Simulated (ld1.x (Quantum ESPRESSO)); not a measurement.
As (Z = 33), TM: configuration errors across variants

```json
{"Element": "As", "Generator": "ld1.x (Quantum ESPRESSO) 7.5", "Type": "norm-conserving Troullier–Martins (Kleinman–Bylander form)", "Functional": "PBE", "Relativity": "fully relativistic", "Frozen core": "[Ar] 3d10", "Valence charge": "5", "Reference configuration": "4s2 4p3", "Partial waves": "4s (bound): rc 1.75 bohr; 4p (bound): rc 1.65 bohr", "Local potential": "all-electron potential smoothed inside 1.50 bohr (lloc = -1)", "Core correction": "a·sin(br)/r model core inside 0.90 bohr"}
```

Open shells are filled in proportion to 2j + 1 (rel_dist='average').

All-electron excitation energies from the reference (eV): (1) 4s2 4p2 9.152; (2) 4s2 4p1 27.074; (3) 4s2 4p0 54.782; (4) 4s1 4p4 9.412; (5) 4s2 4p3.3 -1.235; (6) 4s2 4p2.5 3.557; (7) 4s1 4p0 105.428.

5 further variants failed, have other tests or another functional or relativity, and are left out.

A true bound ghost makes a file unfit for plane-wave use even where its test errors are small: the radial tests pick states by their node count and pass the ghost by.

Errors AE − PS in meV (a dash: test not solved or not reliable):

| change | (1) | (2) | (3) | (4) | (5) | (6) | (7) | bound ghosts |
| --- | --- | --- | --- | --- | --- | --- | --- | --- |
| base | 0.0 | -7.9 | -55 | -7.6 | 0.0 | +0.1 | -277 | none |
| wave 4p (bound): rc 1.65 bohr becomes 4p (bound): rc 1.46 bohr | +0.4 | -7.0 | -57 | -5.8 | 0.0 | +0.2 | -290 | none |
| wave 4s (bound): rc 1.75 bohr becomes 4s (bound): rc 2.22 bohr | +1.4 | +4.5 | +0.3 | -26 | 0.0 | +0.3 | -229 | none |
| all radii but the core radius scaled by about 0.95 (s 1.66, p 1.56 bohr); local potential all-electron potential smoothed inside 1.42 bohr (lloc = -1) | +0.6 | -4.5 | -43 | -5.8 | 0.0 | +0.2 | -247 | none |
| core correction a·sin(br)/r model core inside 1.44 bohr | -0.1 | -8.9 | -56 | -7.3 | 0.0 | +0.1 | -253 | none |
| local potential all-electron potential smoothed inside 0.94 bohr (lloc = -1) | +1.5 | -5.9 | -88 | -5.8 | +0.1 | +0.5 | -347 | s |
| local potential all-electron potential smoothed inside 1.76 bohr (lloc = -1) | -0.6 | -12 | -69 | -8.1 | 0.0 | 0.0 | -310 | none |

Problem. Give the same row for: local potential the s channel.

Solution. -3.0, -22, -80, -10, -0.1, -0.5, -332; bound ghosts: p1/2.
